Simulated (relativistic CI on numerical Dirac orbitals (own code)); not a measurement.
Nb2+ (4d3) in a crystal field

Calculated by Dirac-Coulomb-Breit CI, KLI orbitals optimised for each configuration, QED by a radiative potential, valence Slater integrals scaled by 0.85, one configuration in a parametric crystal field (own radial code).

Field parameters in Wybourne normalisation: D4h B²₀ = −7Ds, B⁴₀ = 21(Dq − Dt), B⁴₄ = 21√(5/14) Dq. The field is a parameter set, without covalency.

S and J are read from ⟨S²⟩ = S(S + 1) and ⟨J²⟩ = J(J + 1) of each level; they are not fictitious spins.

D4h, 10Dq = 26200, Ds = -1500, Dt = -570 cm⁻¹, the lowest 10 levels:

```
E (cm⁻¹)  Degeneracy  Irrep     S     J
     0.0           2     Γ6  1.50  3.45
     0.8           2     Γ7  1.50  3.46
   11663           2     Γ7  0.50  3.80
   11700           2     Γ6  0.50  4.01
   11834           2     Γ6  0.50  3.75
   11946           2     Γ7  0.50  4.20
   12233           2     Γ6  0.50  3.88
   18825           2     Γ7  0.50  3.43
   19156           2     Γ6  0.50  3.54
   19164           2     Γ7  0.50  3.86
```

Principal g values of the ground doublet: 0.00, 0.00, 5.85.

D4h, 10Dq = 26200, Ds = 3000, Dt = -570 cm⁻¹, the lowest 10 levels:

| E (cm⁻¹) | Degeneracy | Irrep | S | J |
| --- | --- | --- | --- | --- |
| 0.0 | 2 | Γ6 | 1.49 | 3.45 |
| 10.3 | 2 | Γ7 | 1.50 | 3.46 |
| 3277 | 2 | Γ7 | 0.51 | 3.89 |
| 3771 | 2 | Γ6 | 0.51 | 3.65 |
| 11592 | 2 | Γ6 | 0.50 | 3.95 |
| 11854 | 2 | Γ7 | 0.50 | 3.92 |
| 12177 | 2 | Γ6 | 0.50 | 4.04 |
| 18359 | 2 | Γ7 | 0.50 | 3.65 |
| 23952 | 2 | Γ6 | 1.50 | 2.37 |
| 23973 | 2 | Γ7 | 1.50 | 2.41 |

Principal g values of the ground doublet: 0.00, 0.00, 5.81.

D4h, 10Dq = 26200, Ds = 2590, Dt = -570 cm⁻¹, the lowest 16 levels:

| E (cm⁻¹) | Degeneracy | Irrep | S | J |
| --- | --- | --- | --- | --- |
| 0.0 | 2 | Γ6 | 1.50 | 3.45 |
| 6.8 | 2 | Γ7 | 1.50 | 3.46 |
| 4421 | 2 | Γ7 | 0.50 | 3.90 |
| 4909 | 2 | Γ6 | 0.51 | 3.65 |
| 11621 | 2 | Γ6 | 0.50 | 3.95 |
| 11843 | 2 | Γ7 | 0.50 | 3.92 |
| 12180 | 2 | Γ6 | 0.50 | 4.04 |
| 18459 | 2 | Γ7 | 0.50 | 3.64 |
| 25558 | 2 | Γ6 | 1.49 | 2.37 |
| 25582 | 2 | Γ7 | 1.49 | 2.42 |
| 26021 | 2 | Γ6 | 0.58 | 3.58 |
| 26234 | 2 | Γ7 | 1.49 | 3.45 |
| 26253 | 2 | Γ6 | 1.47 | 3.51 |
| 26588 | 2 | Γ7 | 0.52 | 3.88 |
| 30033 | 2 | Γ7 | 1.50 | 3.00 |
| 30224 | 2 | Γ7 | 1.50 | 3.34 |

Principal g values of the ground doublet: 0.00, 0.00, 5.83.

The free-ion ground term has S = 3/2. Every field shown keeps that spin.

Levels of this model without a field, named by their leading LS term: ⁴F3/2 0, ⁴F5/2 447, ⁴F7/2 1034, ⁴F9/2 1729, ⁴P1/2 9487, ⁴P3/2 9588, ²G7/2 10150, ⁴P5/2 10228 cm⁻¹.
